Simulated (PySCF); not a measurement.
Si(H)(Cl)3 anion (Cl3HSi), SMILES Cl[SiH](Cl)Cl (connectivity only; charge and spin as stated), charge -1, multiplicity 2. Atoms are numbered in the order given.

```xyz
5

Si     0.1310     0.3543     0.0000
Cl    -0.0223    -1.7983     0.0000
Cl    -0.0902     0.7363    -2.2659
Cl    -0.0902     0.7363     2.2659
H      1.6113     0.5756     0.0000
```
Charge -1, spin multiplicity 2.

Geometry optimised at r2SCAN-D4/def2-SVPD. The spin state was assumed, not searched. The isomer is the one that the SMILES or the coordinates give; other isomers of the formula were not compared.

Two levels are set side by side: PBE/pcH-1 (PySCF) and PBE0/pcH-1 (PySCF). Contact hyperfine couplings, same geometry. Differences are taken from unrounded values.

```
quantity                           PBE0      PBE  PBE minus PBE0
------------------------------  -------  -------  --------------
A(iso) of 29Si, atom Si1 (MHz)  -1339.6  -1273.6            66.0
A(iso) of 35Cl, atom Cl2 (MHz)     14.8     15.0             0.1
A(iso) of 35Cl, atom Cl3 (MHz)     70.1     63.8            -6.3
A(iso) of 35Cl, atom Cl4 (MHz)     70.1     63.8            -6.3
A(iso) of 1H, atom H5 (MHz)        55.7     62.8             7.1
```

Rough cost on one machine, each run with all the roots and properties that it gave: PBE0 against PBE within a factor of 2.
